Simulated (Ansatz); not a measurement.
Start from `CC(C)(C)OC=O` and change one atom or group to get `CC(C)OC(C)(C)C`.

Ansatz, PBE0-D4/def2-TZVP geometries, multiplicity 1. Each molecule was computed in one conformer, which needn't be the lowest.

```tsv
property	`CC(C)(C)OC=O`
HOMO–LUMO gap (PBE0/def2-TZVPP) / eV	8.18
HOMO energy (PBE0/def2-TZVPP) / eV	-7.96
LUMO energy (PBE0/def2-TZVPP) / eV	0.21
LUMO energy (PBE/def2-TZVPP) / eV	-0.95
HOMO–LUMO gap (B3LYP/def2-TZVPP) / eV	7.63
LUMO energy (ωB97M-V/def2-TZVPP) / eV	2.50
```

Question: Give the same properties after the change, and the shifts. (Estimate.)

Answer: The calculation gave: 
```json
{"property": "HOMO–LUMO gap (PBE0/def2-TZVPP) / eV", "`CC(C)OC(C)(C)C`": "8.12", "shift": "-0.06"}
{"property": "HOMO energy (PBE0/def2-TZVPP) / eV", "`CC(C)OC(C)(C)C`": "-7.09", "shift": "0.87"}
{"property": "LUMO energy (PBE0/def2-TZVPP) / eV", "`CC(C)OC(C)(C)C`": "1.03", "shift": "0.82"}
{"property": "LUMO energy (PBE/def2-TZVPP) / eV", "`CC(C)OC(C)(C)C`": "0.24", "shift": "1.19"}
{"property": "HOMO–LUMO gap (B3LYP/def2-TZVPP) / eV", "`CC(C)OC(C)(C)C`": "7.57", "shift": "-0.06"}
{"property": "LUMO energy (ωB97M-V/def2-TZVPP) / eV", "`CC(C)OC(C)(C)C`": "2.44", "shift": "-0.06"}
```

With PBE0 the HOMO rises by 0.87 eV and the LUMO rises by 0.82 eV, so the gap narrows by about 0.05 eV. PBE moves the HOMO by 0.78 eV and ωB97M-V by 0.88 eV.

B3LYP here is the variant with VWN-RPA as its local correlation; programs differ in this.
